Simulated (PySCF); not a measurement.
F2Y (SMILES [F][Y+][F]), charge +1, singlet, at a GFN2-xTB geometry (such geometries of metal compounds can be far from the true shape) (the multiplicity is a formal guess) (core potentials on Y); BLYP/def2-SV(P) in PySCF.

Here is a job for PySCF.
```python
from pyscf import gto, scf, dft

mol = gto.Mole()
mol.atom = '''
    Y     0.41674306    0.24807225    0.09704500
    F    -1.25593416    0.46747881   -1.26336689
    F    -0.54995243   -1.54245858    0.84283855
'''
mol.basis = 'def2-sv(p)'
mol.ecp = {'Y': 'def2-sv(p)'}
mol.charge = 1
mol.verbose = 4
mol.build()

mf = dft.RKS(mol)
mf.xc = 'blyp'
mf.kernel()
```

The log (banner, timings and long lists left out):

```
PySCF version 2.14.0

[INPUT] verbose = 4
[INPUT] num. atoms = 3
[INPUT] num. electrons = 28
[INPUT] charge = 1
[INPUT] spin (= nelec alpha-beta = 2S) = 0
[INPUT] symmetry False subgroup None
[INPUT] Mole.unit = angstrom
[INPUT] Symbol           X                Y                Z      unit          X                Y                Z       unit  Magmom
[INPUT]  1 Y      0.416743060000   0.248072250000   0.097045000000 AA    0.787530247713   0.468788611605   0.183388471758 Bohr   0.0
[INPUT]  2 F     -1.255934160000   0.467478810000  -1.263366890000 AA   -2.373371592886   0.883406919938  -2.387417416944 Bohr   0.0
[INPUT]  3 F     -0.549952430000  -1.542458580000   0.842838550000 AA   -1.039259474239  -2.914824274686   1.592734026726 Bohr   0.0

nuclear repulsion = 62.6551776112275
number of shells = 22
number of NR pGTOs = 98
number of NR cGTOs = 52
basis = def2-sv(p)
ecp = {'Y': 'def2-sv(p)'}

******** <class 'pyscf.dft.rks.RKS'> ********
method = RKS
initial guess = minao
damping factor = 0
level_shift factor = 0
DIIS = <class 'pyscf.scf.diis.CDIIS'>
diis_start_cycle = 1
diis_space = 8
diis_damp = 0
SCF conv_tol = 1e-09
SCF conv_tol_grad = None
SCF max_cycles = 50
direct_scf = True
direct_scf_tol = 1e-13
XC library pyscf.dft.libxc version 7.1.2
    S. Lehtola, C. Steigemann, M. J. T. Oliveira, and M. A. L. Marques,  SoftwareX 7, 1–5 (2018)
XC functionals = blyp
    A. D. Becke,  Phys. Rev. A 38, 3098 (1988)
    C. Lee, W. Yang, and R. G. Parr,  Phys. Rev. B 37, 785 (1988)
    B. Miehlich, A. Savin, H. Stoll, and H. Preuss,  Chem. Phys. Lett. 157, 200 (1989)
radial grids:
    Treutler-Ahlrichs [JCP 102, 346 (1995); DOI:10.1063/1.469408] (M4) radial grids

becke partition: Becke, JCP 88, 2547 (1988); DOI:10.1063/1.454033
pruning grids: <function nwchem_prune>
grids dens level: 3
symmetrized grids: False
atomic radii adjust function: <function treutler_atomic_radii_adjust>
small_rho_cutoff = 0
Set gradient conv threshold to 3.16228e-05
Initial guess from minao.
tot grids = 50400
init E= -232.430191283454
  HOMO = -0.640484313992573  LUMO = -0.496022960526825  gap/eV = 3.93099
cycle= 1 E= -237.556546842407  delta_E= -5.13  |g|= 0.647  |ddm|= 4.21
  HOMO = -0.377240779641604  LUMO = -0.314506707964323  gap/eV = 1.70708
cycle= 2 E= -237.477323456193  delta_E= 0.0792  |g|= 1.02  |ddm|= 1.54
  HOMO = -0.507598757147476  LUMO = -0.319973130090947  gap/eV = 5.10555
cycle= 3 E= -237.566087617509  delta_E= -0.0888  |g|= 0.588  |ddm|= 1.08
  HOMO = -0.471294901573096  LUMO = -0.356688641132688  gap/eV = 3.11860
cycle= 4 E= -237.650948577515  delta_E= -0.0849  |g|= 0.0931  |ddm|= 0.623
  HOMO = -0.473194042058833  LUMO = -0.353444778868411  gap/eV = 3.25854
cycle= 5 E= -237.652726107152  delta_E= -0.00178  |g|= 0.0133  |ddm|= 0.0589
  HOMO = -0.474245827879244  LUMO = -0.353159938148618  gap/eV = 3.29491
cycle= 6 E= -237.652762782386  delta_E= -3.67e-05  |g|= 0.00292  |ddm|= 0.0133
  HOMO = -0.474223931229912  LUMO = -0.353398879303242  gap/eV = 3.28782
cycle= 7 E= -237.652761994324  delta_E= 7.88e-07  |g|= 0.00394  |ddm|= 0.00498
  HOMO = -0.474235112400052  LUMO = -0.353450179522422  gap/eV = 3.28673
cycle= 8 E= -237.652764981096  delta_E= -2.99e-06  |g|= 0.00076  |ddm|= 0.0029
  HOMO = -0.474286169880558  LUMO = -0.353428587110812  gap/eV = 3.28870
cycle= 9 E= -237.652765123352  delta_E= -1.42e-07  |g|= 2.57e-05  |ddm|= 0.000637
  HOMO = -0.474286552910683  LUMO = -0.353425742533126  gap/eV = 3.28879
cycle= 10 E= -237.652765123506  delta_E= -1.54e-10  |g|= 1.04e-05  |ddm|= 3.23e-05
  HOMO = -0.474283019365987  LUMO = -0.353426961367042  gap/eV = 3.28866
Extra cycle  E= -237.652765123071  delta_E= 4.35e-10  |g|= 4.63e-05  |ddm|= 4.31e-05
converged SCF energy = -237.652765123071
```
